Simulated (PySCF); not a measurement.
SnHF, SMILES [SnH][F] (connectivity only; charge and spin as stated), neutral, multiplicity 1. Atoms are numbered in the order given.

```xyz
3

Sn     0.0375     0.2891     0.0000
H     -1.7410     0.4391     0.0000
F     -0.0149    -1.6549     0.0000
```

Geometry: PBE0-D3(BJ)/def2-TZVP. The def2 effective core potentials stand for the cores of Sn; spin–orbit coupling is left out.

Method: HF/def2-TZVPD (PySCF).

Isolated molecule, no solvent.

Problem. Estimate the frontier levels, gap, dipole moment and polarisability. (The exact figures need the calculation; the answer reports its results.)

Solution. 
```json
{
  "highest_occupied_level": "-9.42 eV",
  "lowest_empty_level": "-0.26 eV",
  "orbital_gap": "9.16 eV",
  "dipole_moment": "2.95 D",
  "quadrupole, principal values (traceless, Buckingham form, about the centre of nuclear charge)": "-6.48, -2.30, 8.78 D·Å",
  "mean_static_polarisability": "42.5 bohr³ (6.29 Å³)",
  "polarisability_principal_values": "39.2, 39.2, 49.0 bohr³"
}
```
